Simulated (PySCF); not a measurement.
PySCF input for C2H4Cl2Si2, SMILES C#C[Si]([SiH3])(Cl)Cl, PBE-D3(BJ)/def2-SVP. Geometry: PBE-D3(BJ)/def2-SVP. The structure was generated by enumeration, and PubChem lists no compound with its InChIKey, so it may never have been made.

```python
import numpy as np
from pyscf import gto, scf, dft, df
from pyscf.hessian import thermo

mol = gto.M(
    atom='''
    C     1.98283978   -2.40533898   -0.00000002
    C     1.15007096   -1.50140759   -0.00000001
    Si   -0.00158729   -0.08312752    0.00000000
    Si    1.10602549    1.97942743   -0.00000001
    Cl   -1.20506240   -0.20995776    1.69365966
    Cl   -1.20506245   -0.20995777   -1.69365964
    H     2.70894399   -3.20875146   -0.00000003
    H     1.96374430    2.08295672   -1.23039391
    H     0.07609056    3.07368273    0.00000001
    H     1.96374433    2.08295673    1.23039386
    ''',
    basis='def2-SVP',
    charge=0,
    spin=0,
    max_memory=1600,
    verbose=3,
)
mf = dft.RKS(mol, xc='pbe').density_fit(auxbasis='def2-universal-jkfit')
mf.disp = 'd3bj'
mf.grids.level = 3
mf.conv_tol = 1e-11
mf.max_cycle = 100
mf.kernel()

# [left out here: the lines that compute and print the analytic Hessian (its translational invariance restored by hand, since the grid's response is missing), thermochemistry and intensities]
```

It prints:

```
converged SCF energy = -1576.73813048203

WARN: DFTD3 does not support analytical Hessian, using finite difference


WARN: Mole.unit (angstrom) is changed to Bohr

Mode                                 0                   1                   2
Irrep
Freq [cm^-1]                       77.7485             90.1485            106.4072
Reduced mass [au]                   4.6755              6.9418              2.8205
Force const [Dyne/A]                0.0167              0.0332              0.0188
Char temp [K]                     111.8628            129.7037            153.0963
Normal mode                   x     y     z       x     y     z       x     y     z
       0   C                -0.11 -0.13  0.00   -0.00 -0.00 -0.10   -0.00 -0.00 -0.15
       1   C                -0.01 -0.04  0.00   -0.00 -0.00 -0.03   -0.00 -0.00  0.02
       2  Si                 0.03 -0.00 -0.00    0.00  0.00 -0.02    0.00 -0.00  0.06
       3  Si                -0.08  0.06 -0.00   -0.00  0.00  0.09   -0.00  0.00 -0.04
       4  Cl                 0.05  0.00  0.01    0.01  0.08 -0.01   -0.06  0.01  0.02
       5  Cl                 0.05  0.00 -0.01   -0.01 -0.08 -0.01    0.06 -0.01  0.02
       6   H                -0.19 -0.20  0.00   -0.00 -0.00 -0.15   -0.00 -0.00 -0.29
       7   H                -0.09  0.14 -0.00    0.07  0.10  0.15    0.15 -0.19  0.05
       8   H                -0.18 -0.04  0.00   -0.00  0.00  0.13   -0.00 -0.00 -0.34
       9   H                -0.09  0.14  0.00   -0.07 -0.10  0.15   -0.15  0.19  0.05
Mode                                 3                   4                   5
Irrep
Freq [cm^-1]                      116.4035            148.6158            170.8849
Reduced mass [au]                   1.2320              7.4014             15.1698
Force const [Dyne/A]                0.0098              0.0963              0.2610
Char temp [K]                     167.4787            213.8250            245.8654
Normal mode                   x     y     z       x     y     z       x     y     z
       0   C                 0.00  0.00 -0.06    0.10  0.02  0.00   -0.05  0.05  0.00
       1   C                 0.00 -0.00  0.02   -0.02 -0.08 -0.00   -0.06  0.04  0.00
       2  Si                -0.00 -0.00  0.03   -0.00 -0.07 -0.00   -0.07  0.02  0.00
       3  Si                 0.00 -0.00 -0.02   -0.07 -0.06  0.00    0.00 -0.02 -0.00
       4  Cl                -0.04  0.01  0.00    0.01  0.06  0.02    0.04 -0.02  0.09
       5  Cl                 0.04 -0.01  0.00    0.01  0.06 -0.02    0.04 -0.02 -0.09
       6   H                 0.00  0.00 -0.12    0.19  0.10  0.00   -0.03  0.07 -0.00
       7   H                -0.41  0.17 -0.29   -0.07  0.01 -0.00    0.01 -0.08 -0.00
       8   H                 0.00  0.00  0.48   -0.15 -0.13 -0.00    0.09  0.06 -0.00
       9   H                 0.41 -0.17 -0.29   -0.07  0.01  0.00    0.01 -0.08  0.00
Mode                                 6                   7                   8
Irrep
Freq [cm^-1]                      306.9712            321.0612            375.2911
Reduced mass [au]                   5.9863              6.6378             12.7086
Force const [Dyne/A]                0.3324              0.4031              1.0546
Char temp [K]                     441.6632            461.9355            539.9603
Normal mode                   x     y     z       x     y     z       x     y     z
       0   C                -0.03 -0.04  0.00    0.00 -0.00  0.05    0.05 -0.08 -0.00
       1   C                 0.17  0.15 -0.00    0.00 -0.00 -0.25    0.10 -0.02  0.00
       2  Si                -0.01  0.00 -0.00    0.00 -0.00  0.02   -0.00 -0.05 -0.00
       3  Si                -0.04 -0.08  0.00    0.00  0.00  0.00    0.04  0.07  0.00
       4  Cl                -0.00  0.02  0.00   -0.03  0.01  0.02   -0.05  0.01  0.06
       5  Cl                -0.00  0.02 -0.00    0.03 -0.01  0.02   -0.05  0.01 -0.06
       6   H                -0.18 -0.17  0.00    0.00 -0.00  0.26    0.02 -0.11 -0.00
       7   H                -0.03 -0.14  0.00   -0.03 -0.07 -0.03    0.04  0.08  0.00
       8   H                 0.05  0.01 -0.00    0.00  0.00 -0.03    0.04  0.08  0.00
       9   H                -0.03 -0.14 -0.00    0.03  0.07 -0.03    0.04  0.08 -0.00
Mode                                 9                  10                  11
Irrep
Freq [cm^-1]                      487.4319            493.5506            551.3679
Reduced mass [au]                   1.3175              1.2951              8.8557
Force const [Dyne/A]                0.1844              0.1859              1.5862
Char temp [K]                     701.3060            710.1094            793.2956
Normal mode                   x     y     z       x     y     z       x     y     z
       0   C                 0.00 -0.00 -0.00   -0.03  0.03  0.00    0.03 -0.01 -0.00
       1   C                -0.00 -0.00 -0.01    0.00  0.05 -0.00   -0.03 -0.05  0.00
       2  Si                 0.00  0.00 -0.03    0.02  0.02 -0.00    0.11  0.10 -0.00
       3  Si                -0.00  0.00 -0.06    0.05 -0.04 -0.00   -0.04 -0.03  0.00
       4  Cl                -0.03 -0.01  0.03   -0.01 -0.01  0.02   -0.03 -0.01  0.04
       5  Cl                 0.03  0.01  0.03   -0.01 -0.01 -0.02   -0.03 -0.01 -0.04
       6   H                 0.00  0.00  0.01   -0.05  0.01 -0.00    0.04 -0.00  0.00
       7   H                 0.28  0.48  0.19   -0.06  0.36 -0.03   -0.03 -0.19 -0.00
       8   H                 0.00  0.00  0.23   -0.47 -0.52  0.00    0.03  0.02 -0.00
       9   H                -0.28 -0.48  0.19   -0.06  0.36  0.03   -0.03 -0.19  0.00
Mode                                12                  13                  14
Irrep
Freq [cm^-1]                      587.6271            665.4491            702.1375
Reduced mass [au]                   8.7503             10.0440              1.2894
Force const [Dyne/A]                1.7802              2.6205              0.3745
Char temp [K]                     845.4646            957.4330           1010.2195
Normal mode                   x     y     z       x     y     z       x     y     z
       0   C                 0.00 -0.00 -0.01    0.09 -0.10 -0.00   -0.10 -0.08 -0.00
       1   C                 0.00  0.00  0.03    0.06 -0.09  0.00    0.04  0.04  0.00
       2  Si                -0.00 -0.00 -0.15   -0.10  0.10  0.00    0.01  0.00 -0.00
       3  Si                 0.00  0.00  0.02    0.01 -0.01 -0.00   -0.00 -0.00  0.00
       4  Cl                -0.03 -0.00  0.05    0.01 -0.00 -0.01   -0.00 -0.00  0.00
       5  Cl                 0.03  0.00  0.05    0.01 -0.00  0.01   -0.00 -0.00 -0.00
       6   H                 0.00 -0.00 -0.00    0.13 -0.07  0.00    0.64  0.59  0.00
       7   H                -0.10 -0.14 -0.07   -0.05  0.03 -0.03    0.00 -0.00  0.00
       8   H                -0.00 -0.00 -0.11   -0.09 -0.10  0.00    0.00  0.00  0.00
       9   H                 0.10  0.14 -0.07   -0.05  0.03  0.03    0.00 -0.00 -0.00
Mode                                15                  16                  17
Irrep
Freq [cm^-1]                      708.6773            823.5528            895.3595
Reduced mass [au]                   1.2917              1.1407              1.0346
Force const [Dyne/A]                0.3822              0.4558              0.4887
Char temp [K]                    1019.6289           1184.9091           1288.2230
Normal mode                   x     y     z       x     y     z       x     y     z
       0   C                 0.00 -0.00  0.13   -0.01  0.01 -0.00   -0.00  0.00 -0.00
       1   C                 0.00 -0.00 -0.05    0.00  0.01  0.00   -0.00 -0.00 -0.00
       2  Si                -0.00  0.00 -0.01   -0.01 -0.02 -0.00    0.00 -0.00  0.01
       3  Si                -0.00 -0.00  0.00    0.03  0.05 -0.00   -0.00  0.00  0.03
       4  Cl                -0.00 -0.00  0.00    0.00  0.00 -0.00    0.00 -0.00 -0.00
       5  Cl                 0.00  0.00  0.00    0.00  0.00  0.00   -0.00  0.00 -0.00
       6   H                 0.00  0.00 -0.87   -0.01  0.00  0.00    0.00 -0.00  0.01
       7   H                -0.00 -0.00 -0.00   -0.14 -0.49 -0.15   -0.21  0.40 -0.10
       8   H                -0.00 -0.00 -0.01   -0.40 -0.37  0.00   -0.00 -0.00 -0.74
       9   H                 0.00  0.00 -0.00   -0.14 -0.49  0.15    0.21 -0.40 -0.10
Mode                                18                  19                  20
Irrep
Freq [cm^-1]                      896.2836           2082.5494           2161.0308
Reduced mass [au]                   1.0345              5.9404              1.0184
Force const [Dyne/A]                0.4896             15.1795              2.8020
Char temp [K]                    1289.5525           2996.3250           3109.2422
Normal mode                   x     y     z       x     y     z       x     y     z
       0   C                -0.00  0.00  0.00   -0.11  0.12 -0.00   -0.00  0.00 -0.00
       1   C                -0.00  0.00  0.00    0.15 -0.16  0.00    0.00 -0.00 -0.00
       2  Si                 0.01 -0.00  0.00   -0.01  0.01 -0.00    0.00  0.00  0.00
       3  Si                 0.03 -0.01  0.00   -0.00  0.00 -0.00   -0.01 -0.02  0.00
       4  Cl                -0.00  0.00  0.00   -0.00  0.00  0.00   -0.00 -0.00  0.00
       5  Cl                -0.00  0.00 -0.00   -0.00  0.00 -0.00   -0.00 -0.00 -0.00
       6   H                 0.00  0.01  0.00   -0.21  0.23  0.00   -0.00  0.00  0.00
       7   H                -0.53  0.10 -0.37   -0.00  0.00  0.00    0.34  0.03 -0.50
       8   H                 0.24  0.20 -0.00    0.01 -0.01 -0.00   -0.35  0.36  0.00
       9   H                -0.53  0.10  0.37   -0.00  0.00 -0.00    0.34  0.03  0.50
Mode                                21                  22                  23
Irrep
Freq [cm^-1]                     2180.3373           2183.4686           3387.8414
Reduced mass [au]                   1.0518              1.0516              1.1569
Force const [Dyne/A]                2.9460              2.9540              7.8234
Char temp [K]                    3137.0200           3141.5252           4874.3495
Normal mode                   x     y     z       x     y     z       x     y     z
       0   C                 0.00 -0.00  0.00    0.00 -0.00 -0.00   -0.07  0.08  0.00
       1   C                -0.00  0.00  0.00   -0.00  0.00 -0.00    0.02 -0.02  0.00
       2  Si                -0.00  0.00 -0.00   -0.00  0.00  0.00   -0.00  0.00 -0.00
       3  Si                -0.00  0.00 -0.04   -0.03  0.02  0.00    0.00  0.00 -0.00
       4  Cl                -0.00  0.00  0.00    0.00 -0.00 -0.00    0.00 -0.00 -0.00
       5  Cl                 0.00 -0.00  0.00    0.00 -0.00  0.00    0.00 -0.00  0.00
       6   H                 0.00 -0.00 -0.00    0.00 -0.00  0.00    0.62 -0.68 -0.00
       7   H                -0.40 -0.05  0.56    0.19  0.03 -0.29   -0.00 -0.00  0.00
       8   H                 0.00 -0.00 -0.01    0.57 -0.61  0.00   -0.00 -0.00  0.00
       9   H                 0.40  0.05  0.56    0.19  0.03  0.29   -0.00 -0.00 -0.00
temperature 298.1500 [K]
pressure 101325.00 [Pa]
Rotational constants [GHz] 1.19942 1.13593 1.11464
Symmetry number 1
Zero-point energy (ZPE) 0.04675 [Eh]   122738.034 [J/mol]
                           tot       elec      trans        rot        vib
Entropy [J/mol/K]       408.028      0.000    171.656    124.425    111.947
Cv [J/mol/K]            130.890      0.000     12.472     12.472    105.947
Cp [J/mol/K]            139.205      0.000     20.786     12.472    105.947
Internal energy [J/mol]                      3718.434   3718.434 140331.342
Internal energy [Eh]   -1576.68185  -1576.73813
Enthalpy [J/mol]                             6197.391   3718.434 140331.342
Enthalpy [Eh]          -1576.68090
Gibbs free energy [J/mol]                  -44981.795 -33378.933 106954.330
Gibbs free energy [Eh] -1576.72724
mode   freq/cm-1   IR/(km/mol)
   1       77.75         0.555
   2       90.15         0.726
   3      106.41         0.119
   4      116.40         0.002
   5      148.62         3.875
   6      170.88         4.010
   7      306.97        31.975
   8      321.06        15.187
   9      375.29         2.797
  10      487.43        29.901
  11      493.55        15.574
  12      551.37       119.541
  13      587.63       106.310
  14      665.45       113.198
  15      702.14        30.416
  16      708.68        30.244
  17      823.55       183.101
  18      895.36        35.596
  19      896.28        37.358
  20     2082.55        57.772
  21     2161.03        40.318
  22     2180.34        63.796
  23     2183.47        59.734
  24     3387.84        58.312
max |gradient| / (hartree/bohr): 5.08737073209911e-05
APT charges: [-0.153  -0.5778  1.5881  0.6242 -0.5436 -0.5435  0.2222 -0.2074 -0.2018
 -0.2074]
```

Self-consistency was reached.
